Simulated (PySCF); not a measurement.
# `O=C1C[C@H](CF)[C@@H]1F`, C5H6F2O

Geometry:
```json
{"atom": "O1", "x (Å)": "2.610", "y (Å)": "0.783", "z (Å)": "-0.451"}
{"atom": "C2", "x (Å)": "1.582", "y (Å)": "0.353", "z (Å)": "-0.034"}
{"atom": "C3", "x (Å)": "0.857", "y (Å)": "-0.972", "z (Å)": "-0.133"}
{"atom": "C4", "x (Å)": "-0.414", "y (Å)": "-0.295", "z (Å)": "0.424"}
{"atom": "C5", "x (Å)": "-1.471", "y (Å)": "-0.017", "z (Å)": "-0.635"}
{"atom": "F6", "x (Å)": "-2.051", "y (Å)": "-1.195", "z (Å)": "-1.029"}
{"atom": "C7", "x (Å)": "0.422", "y (Å)": "0.960", "z (Å)": "0.769"}
{"atom": "F8", "x (Å)": "-0.078", "y (Å)": "2.162", "z (Å)": "0.352"}
{"atom": "H9", "x (Å)": "0.778", "y (Å)": "-1.378", "z (Å)": "-1.140"}
{"atom": "H10", "x (Å)": "1.283", "y (Å)": "-1.737", "z (Å)": "0.512"}
{"atom": "H11", "x (Å)": "-0.875", "y (Å)": "-0.791", "z (Å)": "1.278"}
{"atom": "H12", "x (Å)": "-1.032", "y (Å)": "0.441", "z (Å)": "-1.527"}
{"atom": "H13", "x (Å)": "-2.268", "y (Å)": "0.621", "z (Å)": "-0.242"}
{"atom": "H14", "x (Å)": "0.658", "y (Å)": "1.064", "z (Å)": "1.834"}
```

Level of theory: TDDFT CAM-B3LYP/aug-cc-pVDZ circular dichroism and optical rotation, one conformer, gas phase in PySCF. Geometry: GFN2-xTB.

The molecule is flexible and this is one conformer; a measurement averages over conformers.

Stereocentres: C4 R, C7 S.

**Question.** Give the optical rotatory dispersion at 633, 589.3, 546, 436, 405, 365, 355 nm.

**Answer.** [α] in deg dm⁻¹ (g/mL)⁻¹:
| λ (nm) | origin-invariant length gauge | modified velocity gauge | length gauge (centre of mass) | isotropic polarisability (au) |
| --- | --- | --- | --- | --- |
| 633 | -51.5 | -37.9 | -51.9 | 62.1 |
| 589.3 | -64.7 | -47.9 | -65.2 | 62.2 |
| 546 | -84.0 | -62.4 | -84.5 | 62.5 |
| 436 | -211.2 | -159.8 | -212.0 | 63.3 |
| 405 | -311.7 | -237.0 | -312.5 | 63.8 |
| 365 | -633.5 | -485.2 | -634.5 | 64.5 |
| 355 | -811.9 | -622.8 | -812.9 | 64.7 |

The shortest wavelength is close to the first absorption, where this undamped response comes out too large.

**Question.** And for the mirror image at 589.3 nm?

**Answer.** +64.7 deg dm⁻¹ (g/mL)⁻¹ (origin-invariant length gauge): the same size and the opposite sign.

**Question.** What is the molar rotation [Φ] = [α]·M/100 of the geometry above at 589.3 nm?

**Answer.** With M = 120.10 g/mol, -77.8 deg cm² dmol⁻¹ (origin-invariant length gauge).

The first excitation lies at 3.98 eV (311 nm) with R = -2.8 × 10⁻⁴⁰ esu² cm² (velocity form).
